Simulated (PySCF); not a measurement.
## What settings do to a single point of [PbCl3]−

The sound run of [PbCl3]− (singlet) uses PySCF 2.14.0, RKS PBE, Pb def2-SVP with ECP60, Cl def2-SVP; non-relativistic Hamiltonian with scalar-relativistic core potentials where named; density fitting; no spin-orbit coupling, grid (50, 194), threshold 1e-8 Eh and 55 cycles, at the relaxed geometry:

```xyz
4

Pb    0.0000    0.0000    0.5001
Cl    2.3462    0.0000   -0.6576
Cl   -1.1731    2.0319   -0.6576
Cl   -1.1731   -2.0319   -0.6576
```

There Pb1 has a Mulliken charge of 0.42 e and the dipole about the centre of mass is 4.98 D. Each run below changes one thing and starts from free metal ions and neutral atoms unless it says otherwise; with 55 cycles, smearing, a level shift and second-order steps follow where DIIS fails, and their cycles count. Energy shifts count from the sound run.

| change | outcome | cycles | energy shift (eV) | largest force component (eV/Å) | charge on Pb1 (e) | dipole about the centre of mass (D) |
| --- | --- | --- | --- | --- | --- | --- |
| all coordinates × 1.12 | converged | 15 | 0.83 | 2.16 | 0.48 | 6.73 |
| threshold 1e-06 | converged | 9 | 0.0000 | 0.02 | 0.42 | 4.98 |
| start from a density of up to 30 smeared cycles (not counted) | converged | 6 | 0.0000 | 0.01 | 0.42 | 4.98 |
| Cl2 put 1.1 Å from Pb1, limit 61 cycles | converged | 11 | 133.63 | 483.11 | -0.09 | 6.06 |

(1) How does the run with this change end: charge changed by +5, spin kept, limit 62 cycles?

Unsound on purpose, so not properties of the compound: Cl2 put 1.1 Å from Pb1, limit 61 cycles.

Forces carry noise of the integration grid, about 0.01 to 0.03 eV/Å.

## Answers

(1) outcome refused.
